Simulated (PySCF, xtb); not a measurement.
3-methylbut-3-enal (C5H8O), SMILES C=C(C)CC=O. One conformer was computed; it need not be the lowest.

Harmonic wavenumbers (cm⁻¹) from GFN2-xTB in xtb at its own minimum, in rising order: 38, 57, 149, 222, 368, 407, 495, 504, 699, 822, 894, 917, 943, 978, 1010, 1048, 1067, 1132, 1233, 1269, 1376, 1400, 1418, 1445, 1475, 1483, 1724, 1789, 2762, 2994, 3003, 3006, 3023, 3053, 3106, 3131.

**Question.** What does PySCF 2.14.0 with PBE-D3(BJ)/def2-SVP give at its own minimum? (An estimate is asked for; the answer gives what the named calculation found.)

**Answer.** 58, 79, 195, 218, 367, 409, 485, 524, 687, 786, 874, 880, 927, 949, 991, 1025, 1040, 1136, 1212, 1253, 1343, 1358, 1372, 1389, 1399, 1414, 1669, 1789, 2782, 2960, 2987, 3030, 3063, 3073, 3080, 3171. Paired by order, the mean absolute difference is 27 cm⁻¹ and the zero-point energies are 72.1 and 71.4 kcal/mol.
